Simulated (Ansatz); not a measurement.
```yaml
crystal:
  periodic: [false, false, false]
  atoms:
    - {symbol: C, position_ang: [-0.755117, 2.648642, 0.462135]}
    - {symbol: C, position_ang: [0.928598, 0.852998, -0.066237]}
    - {symbol: Ga, position_ang: [-0.096620, -2.651855, -0.306760]}
    - {symbol: Cl, position_ang: [2.819652, -5.357255, -1.168895]}
    - {symbol: H, position_ang: [-2.742161, 2.227188, 0.774515]}
    - {symbol: H, position_ang: [-0.236612, 4.632483, 0.610338]}
    - {symbol: H, position_ang: [2.890895, 1.386677, -0.360645]}
    - {symbol: H, position_ang: [-2.808615, -3.738878, 0.055549]}
basis:
  gaussian: {orbitals: def2-TZVPD, nuclear_model: gaussian}
hamiltonian: {xc: {name: LC-wPBE}}
```

```sh
$ ansatz run in.yaml --threads 2 --pin off --events-out ev --progress --plain --max-ram 32768MiB --backend cpu
```

Output, abridged:

```
Functional definition: LC-wPBE
1208 factors; their error is unknown
513 factors; integrals over basis functions are off by at most 1.1e-4 eV
mean field evaluation 1: about -66990.7768 eV, gradient 4.3e1 eV
mean field evaluation 2: about -66603.3371 eV, gradient 2.2e2 eV
mean field evaluation 4: about -66980.4063 eV, gradient 5.2e1 eV
mean field evaluation 8: about -66999.2287 eV, gradient 3.3e0 eV
mean field evaluation 16: about -66999.3525 eV, gradient 1.2e-1 eV
mean field evaluation 32: about -66999.3526 eV, gradient 1.0e-4 eV
mean field -66999.35260622 eV, -2462.1807944864 hartree, gradient 1.6e-5 eV, S^2 0.000000; 6 other end points of the search recorded, 0 dependent functions left out
reference -66999.35260623 eV, -2462.1807944868 hartree; 32, 32 occupied and 178, 178 virtual orbitals, 1208 factors
Total energy: -66999.35260623 eV, -2462.1807944868 hartree
```

In this input the coordinates are in bohr but typed as ångström. The calculation finished and met its thresholds. The result belongs to that input, not to the molecule as meant.
